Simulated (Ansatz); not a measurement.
Species: C$_{4}$H$_{3}$OSe, net charge -1, singlet state. It need not be the lowest isomer of its formula. Whether it binds its extra electron was not tested at this geometry. 
Geometry from a B3LYP-D3(BJ)/def2-TZVP (Ansatz, a program for electronic structure) optimisation:
```xyz
9

O      2.1726     0.5460    -0.7919
C      0.8503     0.7406    -0.4418
C      0.0568     1.7856    -0.5500
C     -1.2777     1.4843    -0.1067
C     -1.5773     0.2387     0.3660
Se    -0.1064    -0.9371     0.3029
H      2.5206    -0.1400    -0.2118
H     -2.0670     2.2358    -0.1160
H     -2.5282    -0.0977     0.7587
```
Charge -1, spin multiplicity 1.

Total electronic energies in hartree. Cores are frozen in the correlated levels unless marked. Spin-orbit coupling is left out. Frozen are the shells of the preceding noble gas and the d and f shells that filled before the atom's block. Non-relativistic. CBS marks a two-point X^-3 extrapolation of the correlation energy; Hartree-Fock from the larger set.

The Hartree-Fock reference is unstable (checked in the largest basis), which strains HF and MP2. 

| level | program | energy (Eh) |
|---|---|---|
| PBE-D4/def2-TZVPD | Ansatz + dftd4 | -2630.43005 |
| revPBE-D4/def2-TZVPD | Ansatz + dftd4 | -2630.82126 |
| B3LYP-D4/def2-TZVPD | Ansatz + dftd4 | -2631.09506 |
| B3LYP/def2-TZVPD | Ansatz | -2631.07748 |
| PBE0-D4/def2-TZVP | Ansatz + dftd4 | -2630.49460 |
| BHLYP-D3(BJ)/def2-TZVPD | Ansatz + dftd3 | -2630.89152 |
| BHLYP/def2-TZVPD | Ansatz | -2630.87762 |
| CAM-B3LYP/def2-TZVPD | Ansatz | -2631.04662 |
| B2PLYP-D3(BJ)/def2-TZVPD | Ansatz + dftd3 | -2630.45223 |
| PBE-QIDH/def2-TZVPD | Ansatz | -2630.08943 |
| MP2/6-31G | Ansatz | -2627.88958 |
| MP2/aug-cc-pVQZ | Ansatz | -2629.09562 |
| SCS-MP2/STO-3G | Ansatz | -2598.79732 |
| SCS-MP2/aug-cc-pVDZ | Ansatz | -2628.67940 |
| SCS-MP2/cc-pVDZ | Ansatz | -2628.59900 |
| SCS-MP2/aug-cc-pVQZ | Ansatz | -2629.07382 |
| SCS-MP2/cc-pVQZ | Ansatz | -2629.05774 |
| CCSD/6-31G | Ansatz | -2627.91830 |
| CCSD/cc-pVDZ | Ansatz | -2628.65671 |
| CCSD/CBS(aug-cc-pVTZ,aug-cc-pVQZ) | Ansatz | -2629.1288 |
| CCSD(T)/6-31G | Ansatz | -2627.94225 |
| CCSD(T)/aug-cc-pVTZ | Ansatz | -2629.08770 |
| CCSD(T)/CBS(aug-cc-pVTZ,aug-cc-pVQZ) | Ansatz | -2629.1998 |

Totals of different functionals don't rank their quality; only differences between species are comparable.
